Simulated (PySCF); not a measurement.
C2H8FNOSi, SMILES N[Si@](F)(O)CC.

Coordinates come from a B3LYP-D3(BJ)/def2-SVP optimisation. The structure was generated by enumeration; whether it is a known compound was not checked. The values are those of a single conformer.

Two levels are set side by side: PBE/def2-TZVP (PySCF) and CAM-B3LYP/def2-TZVP (PySCF). Same geometry, gas phase. Differences are taken from unrounded values.

```json
[
 {"quantity": "orbital gap (eV)", "PBE": "6.13"},
 {"quantity": "highest occupied level (eV)", "PBE": "-6.29"},
 {"quantity": "lowest empty level (eV)", "PBE": "-0.16"},
 {"quantity": "dipole moment (D)", "PBE": "0.78"},
 {"quantity": "mean polarisability (bohr³)", "PBE": "60.0"}
]
```

Task: These are the PBE values. What does CAM-B3LYP give? (An estimate is asked for; the answer gives what the named calculation found.)

Result: 
| quantity | CAM-B3LYP | PBE minus CAM-B3LYP |
|---|---|---|
| orbital gap (eV) | 10.73 | -4.60 |
| highest occupied level (eV) | -9.29 | 3.00 |
| lowest empty level (eV) | 1.45 | -1.61 |
| dipole moment (D) | 0.81 | -0.03 |
| mean polarisability (bohr³) | 56.9 | 3.2 |

Without exact exchange PBE keeps part of each electron's self-repulsion, which lifts occupied levels and narrows the gap. PBE's more diffuse valence density responds more strongly to a field. Differences between two approximate levels are no errors against the true value.

Rough cost on one machine, each run with all the roots and properties that it gave: CAM-B3LYP against PBE within a factor of 2.
